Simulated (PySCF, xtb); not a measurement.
Mo(NH)2(F)(OH) (FH₃MoN₂O), SMILES [NH]=[Mo](=[NH])([OH])[F], multiplicity 1.

GFN2-xTB run with xtb at its own geometry gives an orbital gap of 3.10 eV and a dipole moment of 4.29 D.

The structure is a stationary point at PBE-D3(BJ)/def2-SVP. The multiplicity is an assumed one; no other spin state was optimised. The structure was generated by enumeration; whether it is a known compound was not checked. The def2 effective core potentials stand for the cores of Mo; spin–orbit coupling is left out. Other conformers were not sampled.

Problem. What does PBE/def2-TZVP run with PySCF give? (The exact figures need the calculation; the answer reports its results.)

Solution. gap 4.14 eV (levels -6.72 and -2.58 eV), dipole 2.88 D.
